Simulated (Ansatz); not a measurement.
H2GeS, SMILES `[SH][GeH]` (excited triplet; H–S–Ge–H torsion 94°) (charge 0, multiplicity 3). This triplet is an excited state, 1.71 eV above the relaxed singlet at the level composite: frozen-core CCSD(T) with HF/cc-pVQZ and the correlation energy extrapolated as X^-3 from cc-pVTZ and cc-pVQZ, plus CCSDT(Q) minus CCSD(T) in cc-pVDZ // PBE0-D3(BJ)/def2-TZVP (Ansatz, a quantum-chemistry and plane-wave program).

Level of theory: PBE/cc-pVTZ // PBE0-D3(BJ)/def2-TZVP (Ansatz).

Ansatz 0.2 input:
```yaml
crystal:
  periodic: [false, false, false]
  atoms:
    - { symbol: S, position_ang: [-1.112468, 0.322483, 0.632527] }
    - { symbol: Ge, position_ang: [0.881915, 0.546585, -0.283566] }
    - { symbol: H, position_ang: [-1.707697, -0.316125, -0.392489] }
    - { symbol: H, position_ang: [1.93825, -0.552943, 0.043528] }
basis:
  gaussian: { orbitals: cc-pVTZ }
hamiltonian:
  xc: pbe
magnetization:
  spin_polarized: true
  initial_magnetization: 2
```

Output:

```
Functional definition: PBE
745 factors; their error is unknown
mean field evaluation 1: about -67371.8260 eV, gradient 1.5e1 eV
mean field evaluation 2: about -67370.7120 eV, gradient 2.1e1 eV
mean field evaluation 4: about -67372.8780 eV, gradient 1.2e0 eV
mean field evaluation 8: about -67372.8897 eV, gradient 5.9e-2 eV
mean field evaluation 16: about -67372.8727 eV, gradient 5.6e-5 eV
mean field -67372.87265327 eV, -2475.9074030345 hartree, gradient 2.3e-5 eV, S^2 2.003349; 0 other end points of the search recorded, 0 dependent functions left out
reference -67372.87268634 eV, -2475.9074042497 hartree; 26, 24 occupied and 79, 81 virtual orbitals, 745 factors
Total energy: -67372.87268634 eV, -2475.9074042497 hartree
```
